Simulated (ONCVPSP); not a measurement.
**Bi (Z = 83), ONCV: configuration errors across variants**

ONCVPSP 4.0.1 input, shortened (lines: element, Z, core and valence counts, functional; n l f; lmax; l rc ep ncon nbas qcut; lloc lpopt rc5 dvloc0; l nproj debl; icmod fcfact rcfact), LDA (Perdew-Zunger), fully relativistic:

```
  Bi 83.00   10    5        3      upf
    1    0    2.00
    2    0    2.00
    2    1    6.00
    3    0    2.00
    3    1    6.00
    3    2   10.00
    4    0    2.00
    4    1    6.00
    4    2   10.00
    4    3   14.00
    5    0    2.00
    5    1    6.00
    5    2   10.00
    6    0    2.00
    6    1    3.00
    3
    0    1.25    0.00    4    8    7.50
    1    1.25    0.00    4    9   10.50
    2    1.85    0.00    5   10    6.60
    3    1.50    0.32    4    7    8.30
    4    5    1.00    0.00
    0    2    2.00
    1    2    1.50
    2    2    2.20
    3    2    2.70
    1    0.40    0.00
```

Open shells are filled in proportion to 2j + 1.

All-electron excitation energies from the reference (eV): (1) 5s2 5p6 5d10 6s2 6p2 8.305; (2) 5s2 5p6 5d10 6s2 6p1 24.051; (3) 5s2 5p6 5d10 6s2 6p0 47.985; (4) 5s2 5p6 5d10 6s2 6p2.5 3.281.

3 further variants failed, have other tests or another functional or relativity, and are left out.

Errors AE − PS in meV (a dash: test not solved or not reliable):

| change | (1) | (2) | (3) | (4) | bound ghosts | GHOST(+) flags above zero |
| --- | --- | --- | --- | --- | --- | --- |
| base | +0.6 | +1.3 | +1.7 | +0.3 | none | s, p3/2, d5/2 |
| s: qcut 7; p: qcut 9.8; d: qcut 6.1; f: qcut 7.7 | +0.6 | +1.2 | +1.3 | +0.3 | none | s, d5/2, d3/2 |
| d: nproj 3 | +0.6 | +1.3 | +1.7 | +0.3 | none | s, p3/2, d5/2 |
| p: qcut 6.8 | +0.6 | +0.9 | +0.1 | +0.3 | none | s, d5/2 |
| d: qcut 9.5 | +0.6 | +1.5 | +2.4 | +0.3 | none | s, p3/2 |
| s: ncon 3, nbas 7 | +0.6 | +1.4 | +1.9 | +0.3 | none | s, p3/2, d5/2 |

(1) Give the same row for: core correction Teter function, fcfact 1.75, rcfact 1.4.

Results:

(1) +0.6, +1.4, +2.1, +0.3; bound ghosts: none; GHOST(+) flags above zero: s, p3/2, d5/2.
